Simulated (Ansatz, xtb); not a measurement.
## Two isomers of C3H4N2SSe

We compare X, `CSc1cn[se]n1`, a singlet, with Y, `SCc1cn[se]n1`, a singlet. Both are isolated molecules in the gas phase, relaxed with PBE-D3(BJ)/def2-SVP; the shapes shown needn't be the lowest conformers.

X (Å):

```xyz
11

C    -0.6604   -0.0266   -1.0022
C     0.5095    0.8390    1.3210
C     1.5241    1.1417    2.3254
N     1.1131    1.6954    3.4430
N    -0.7395    1.1470    1.6187
S     0.9689    0.0954   -0.2095
Se   -0.7017    1.8855    3.2951
H    -1.1083    0.9780   -1.1211
H    -0.4871   -0.4891   -1.9919
H    -1.3382   -0.6578   -0.3970
H     2.5981    0.9284    2.1855
```

Y (Å):

| atom | x (Å) | y (Å) | z (Å) |
| --- | --- | --- | --- |
| C | 0.3376 | 1.0259 | -0.4790 |
| C | -0.3856 | 0.1260 | 0.4845 |
| C | -0.0613 | 0.0319 | 1.8984 |
| N | -0.7874 | -0.7746 | 2.6439 |
| N | -1.3949 | -0.6220 | 0.0684 |
| S | -0.0978 | 2.8081 | -0.2830 |
| Se | -2.0235 | -1.5228 | 1.5232 |
| H | 0.5674 | 2.9953 | 0.8916 |
| H | 1.4363 | 0.9033 | -0.4010 |
| H | 0.0334 | 0.7680 | -1.5107 |
| H | 0.7609 | 0.5972 | 2.3724 |

Quicker runs give these differences E(Y) − E(X): GFN2-xTB +1.76 kcal/mol; HF/STO-3G +11.13 kcal/mol (at GFN2-xTB geometries); r2SCAN-D4/def2-SVP +2.96 kcal/mol (at GFN2-xTB geometries).

**Question.** Estimate E(Y) − E(X) at the level CCSD(T)/def2-SVP + ΔMP2/def2-TZVPP.

**Answer.** Not settled: CCSD(T)/def2-SVP + ΔMP2/def2-TZVPP gives E(Y) − E(X) = +1.55 kcal/mol, but this leans on the basis-set step: CCSD(T) alone gives −0.49 kcal/mol.

The same difference at several levels:

```tsv
level	geometry	E(Y) − E(X) (kcal/mol)	departure from the last row (kcal/mol)	job, with rough time for the two
GFN2-xTB	GFN2-xTB	+1.76	+0.21	optimisation, 0.44 s
HF/STO-3G	GFN2-xTB	+11.13	+9.59	single point, 0.6 s
r2SCAN-D4/def2-SVP	GFN2-xTB	+2.96	+1.42	single point, 4.3 s
PBE-D3(BJ)/def2-SVP	PBE-D3(BJ)/def2-SVP	+2.57	+1.02	optimisation, 30 s
HF/def2-SVP	PBE-D3(BJ)/def2-SVP	−0.91	−2.46	part of the CCSD(T) run
MP2/def2-SVP	PBE-D3(BJ)/def2-SVP	+0.29	−1.26	part of the CCSD(T) run
CCSD(T)/def2-SVP	PBE-D3(BJ)/def2-SVP	−0.49	−2.04	single point
CCSD(T)/def2-SVP + ΔMP2/def2-TZVPP	PBE-D3(BJ)/def2-SVP	+1.55		single point, 94 s
```

As drawn, Y has 1 C–C, 1 S–H in place of 1 C–S, 1 C–H.

HF/def2-SVP puts the two in the other order. MP2/def2-SVP, CCSD(T)/def2-SVP find them nearly level. The largest departure from CCSD(T)/def2-SVP + ΔMP2/def2-TZVPP is that of HF/STO-3G, 9.59 kcal/mol. The last row adds to CCSD(T) the change of the MP2 difference between the two basis sets, here +2.04 kcal/mol.

With thermal terms from frequencies at re-optimised GFN2-xTB minima (ideal gas, soft modes damped towards free rotors, one conformer each, 298.15 K, 1 atm): the zero-point term adds −1.20 kcal/mol; ΔH is +0.23 and ΔG +0.41 kcal/mol.

The correlated steps freeze 19 core orbitals; the filled d shell of Se is correlated, in a basis made for valence electrons. Run with Ansatz 0.2.0, xtb 6.7.1; the last row on 4 threads of Arm Neoverse V1 on a shared host.
